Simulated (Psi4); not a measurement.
C$_{3}$H$_{10}$O$_{3}$Sn (SMILES C[CH](C)[Sn]([OH])([OH])[OH]), singlet, at a GFN2-xTB geometry (such geometries of metal compounds can be far from the true shape) (all electrons, no relativity); TPSS/STO-3G (Psi4).

Input for Psi4:
```
memory 2 GB

molecule mol {
0 1
C    -1.937124   -1.725643   -0.738188
C    -1.787768   -0.309073   -0.239056
C    -2.303656    0.722591   -1.212566
Sn    0.370151    0.094189    0.197160
O     1.488195    0.279608   -1.438408
O     1.295738   -1.324532    1.241156
O     0.756109    1.754234    1.225250
H    -1.459344   -1.849755   -1.707224
H    -1.503902   -2.440748   -0.041892
H    -2.997613   -1.954729   -0.848070
H    -2.259869   -0.190276    0.737114
H    -3.363766    0.541883   -1.393587
H    -1.779347    0.660031   -2.163584
H    -2.192561    1.730496   -0.818758
H     2.147680   -0.409047   -1.515689
H     1.569507   -1.029298    2.108853
H     1.182623    2.430286    0.699711
}

set {
  basis sto-3g
  reference rks
  scf_type pk
  dft_radial_points 35
}

energy('tpss')
print_variables()
```

What the program printed (banner, timings and long lists left out):

```
   => Loading Basis Set <=

    Name: STO-3G
    Role: ORBITAL
    Keyword: BASIS

         ---------------------------------------------------------
                                   SCF
               by Justin Turney, Rob Parrish, Andy Simmonett
                          and Daniel G. A. Smith
                              RKS Reference
         ---------------------------------------------------------

  ==> Geometry <==

    Molecular point group: c1
    Full point group: C1

    Geometry (in Angstrom), charge = 0, multiplicity = 1:

       Center              X                  Y                   Z               Mass
    ------------   -----------------  -----------------  -----------------  -----------------
         C           -2.020885441348    -1.746031897630    -0.779424296206    12.000000000000
         C           -1.871529441348    -0.329461897630    -0.280292296206    12.000000000000
         C           -2.387417441348     0.702202102370    -1.253802296206    12.000000000000
         SN           0.286389558652     0.073800102370     0.155923703794   119.902201630000
         O            1.404433558652     0.259219102370    -1.479644296206    15.994914619570
         O            1.211976558652    -1.344920897630     1.199919703794    15.994914619570
         O            0.672347558652     1.733845102370     1.184013703794    15.994914619570
         H           -1.543105441348    -1.870143897630    -1.748460296206     1.007825032230
         H           -1.587663441348    -2.461136897630    -0.083128296206     1.007825032230
         H           -3.081374441348    -1.975117897630    -0.889306296206     1.007825032230
         H           -2.343630441348    -0.210664897630     0.695877703794     1.007825032230
         H           -3.447527441348     0.521494102370    -1.434823296206     1.007825032230
         H           -1.863108441348     0.639642102370    -2.204820296206     1.007825032230
         H           -2.276322441348     1.710107102370    -0.859994296206     1.007825032230
         H            2.063918558652    -0.429435897630    -1.556925296206     1.007825032230
         H            1.485745558652    -1.049686897630     2.067616703794     1.007825032230
         H            1.098861558652     2.409897102370     0.658474703794     1.007825032230

  Running in c1 symmetry.

  Rotational constants: A =      0.07321  B =      0.04039  C =      0.03619 [cm^-1]
  Rotational constants: A =   2194.87320  B =   1210.82851  C =   1084.94682 [MHz]
  Nuclear repulsion =  796.529070821209416

  Charge       = 0
  Multiplicity = 1
  Electrons    = 102
  Nalpha       = 51
  Nbeta        = 51

  ==> Algorithm <==

  SCF Algorithm Type is PK.
  DIIS enabled.
  MOM disabled.
  Fractional occupation disabled.
  Guess Type is SAD.
  Energy threshold   = 1.00e-06
  Density threshold  = 1.00e-06
  Integral threshold = 1.00e-12

  ==> Primary Basis <==

  Basis Set: STO-3G
    Blend: STO-3G
    Number of shells: 39
    Number of basis functions: 67
    Number of Cartesian functions: 69
    Spherical Harmonics?: true
    Max angular momentum: 2

  ==> DFT Potential <==

   => LibXC <=

    Version 7.1.2
    S. Lehtola, C. Steigemann, M. J. T. Oliveira, and M. A. L. Marques,  SoftwareX 7, 1–5 (2018) (10.1016/j.softx.2017.11.002)

   => Composite Functional: TPSS <=

    TPSS Meta-GGA XC Functional

    J. Tao, et al., Phys. Rev. Lett., 91, 146401, 2003

    Deriv               =              1
    GGA                 =           TRUE
    Meta                =           TRUE

    Exchange Hybrid     =          FALSE
    MP2 Hybrid          =          FALSE

   => Exchange Functionals <=

    1.0000   XC_MGGA_X_TPSS

   => Correlation Functionals <=

    1.0000   XC_MGGA_C_TPSS

   => LibXC Density Thresholds  <==

    XC_MGGA_C_TPSS:  1.00E-15
    XC_MGGA_X_TPSS:  1.00E-15

   => Molecular Quadrature <=

    Radial Scheme          =       TREUTLER
    Pruning Scheme         =           NONE
[...]
      Number of AO shells:              39
      Number of primitives:            117
      Number of atomic orbitals:        69
      Number of basis functions:        67

      Integral cutoff                 1.00e-12
      Number of threads:                 1

  Performing in-core PK
  Using 5191562 doubles for integral storage.
  We computed 250661 shell quartets total.
  Whereas there are 304590 unique shell quartets.

  ==> DiskJK: Disk-Based J/K Matrices <==

    J tasked:                  Yes
    K tasked:                   No
    wK tasked:                  No
    Schwarz Cutoff:          1E-12

  Minimum eigenvalue in the overlap matrix is 2.0434874195E-01.
  Reciprocal condition number of the overlap matrix is 8.0169872350E-02.
    Using symmetric orthogonalization.

  ==> Pre-Iterations <==

  SCF Guess: Superposition of Atomic Densities via on-the-fly atomic UHF (no occupation information).

   -------------------------
    Irrep   Nso     Nmo
   -------------------------
     A         67      67
   -------------------------
    Total      67      67
   -------------------------

  ==> Iterations <==

                        Total Energy        Delta E     RMS |[F,P]|

   @RKS iter SAD: -6301.63162548850960   -6.30163e+03   0.00000e+00
   @RKS iter   1: -6305.95986649298356   -4.32824e+00   6.39368e-03 ADIIS/DIIS
   @RKS iter   2: -6306.01404291164272   -5.41764e-02   5.33572e-03 ADIIS/DIIS
   @RKS iter   3: -6306.11206228480751   -9.80194e-02   1.89586e-03 ADIIS/DIIS
   @RKS iter   4: -6306.12180440249813   -9.74212e-03   5.42486e-04 ADIIS/DIIS
   @RKS iter   5: -6306.12286247800512   -1.05808e-03   1.48213e-04 ADIIS/DIIS
   @RKS iter   6: -6306.12293566235712   -7.31844e-05   2.12707e-05 DIIS
   @RKS iter   7: -6306.12293647882962   -8.16472e-07   1.27279e-05 DIIS
   @RKS iter   8: -6306.12293698574467   -5.06915e-07   3.76084e-06 DIIS
   @RKS iter   9: -6306.12293703311661   -4.73719e-08   1.89245e-07 DIIS
  Energy and wave function converged.

  ==> Post-Iterations <==

   Electrons on quadrature grid:
      Ntotal   =  101.9819698447 ; deviation = -1.803e-02

    Orbital Energies [Eh]
    ---------------------

    Doubly Occupied:

[...]
    Virtual:

[...]
      67A      0.527260

    Final Occupation by Irrep:
              A
    DOCC [    51 ]
    NA   [    51 ]
    NB   [    51 ]

  @RKS Final Energy: -6306.12293703311661

   => Energetics <=

    Nuclear Repulsion Energy =            796.5290708212094160
    One-Electron Energy =              -10305.2285773728763161
    Two-Electron Energy =                3409.7474087059163139
    DFT Exchange-Correlation Energy =    -207.1708391873657717
    Empirical Dispersion Energy =           0.0000000000000000
    VV10 Nonlocal Energy =                  0.0000000000000000
    Total Energy =                      -6306.1229370331166137

Computation Completed

Properties will be evaluated at   0.000000,   0.000000,   0.000000 [a0]

Properties computed using the SCF density matrix

 Multipole Moments:

 ------------------------------------------------------------------------------------
     Multipole            Electronic (a.u.)      Nuclear  (a.u.)        Total (a.u.)
 ------------------------------------------------------------------------------------

 L = 1.  Multiply by 2.5417464519 to convert [e a0] to [Debye]
 Dipole X            :         16.1587647          -16.1451794            0.0135853
 Dipole Y            :          3.9550720           -3.9299587            0.0251133
 Dipole Z            :          8.0087372           -7.9483850            0.0603522
 Magnitude           :                                                    0.0667655

 ------------------------------------------------------------------------------------

  Variable Map:
  ----------------------------------------------------------------------------
[...]
  Array Variable Map:
  ----------------------------------------------------------------------------
[...]
[...]
```
